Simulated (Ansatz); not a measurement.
`[OH][Al]([Br])[Br]` and `OB(Br)Br` differ in one element.

Ansatz, PBE0-D4/def2-TZVP geometries, multiplicity 1. Each molecule was computed in one conformer, which needn't be the lowest.

Scalar relativity is left out up to krypton.

```
                                                                                  property  `[OH][Al]([Br])[Br]`
                                            size of the dipole moment (PBE/def2-TZVPP) / D                  1.45
                                                        HOMO energy (PBE0/def2-TZVPP) / eV                 -8.64
                                                        LUMO energy (PBE0/def2-TZVPP) / eV                 -1.16
                                                   HOMO–LUMO gap (ωB97M-V/def2-TZVPP) / eV                 11.37
                                            zero-point energy (PBE0-D4/def2-TZVP) / kJ/mol                  42.7
ideal-gas entropy at 298 K and 1 bar (rigid rotor, harmonic PBE0-D4/def2-TZVP) / J/(mol·K)                   347
```

**Question.** What does the change do to each property? (Best estimate.)

**Answer.** The calculation gave: 
```tsv
property	`OB(Br)Br`	shift
size of the dipole moment (PBE/def2-TZVPP) / D	1.70	0.25
HOMO energy (PBE0/def2-TZVPP) / eV	-8.34	0.30
LUMO energy (PBE0/def2-TZVPP) / eV	-0.72	0.44
HOMO–LUMO gap (ωB97M-V/def2-TZVPP) / eV	11.92	0.55
zero-point energy (PBE0-D4/def2-TZVP) / kJ/mol	54.0	11.3
ideal-gas entropy at 298 K and 1 bar (rigid rotor, harmonic PBE0-D4/def2-TZVP) / J/(mol·K)	319	-28
```

With PBE0 the HOMO rises by 0.30 eV and the LUMO rises by 0.44 eV, so the gap widens by about 0.14 eV. PBE moves the HOMO by 0.31 eV and ωB97M-V by 0.30 eV. Dipoles are sizes alone; their direction can turn.

Spin–orbit coupling is left out; it splits and shifts lone-pair levels of the heavy atoms by tenths of an eV.
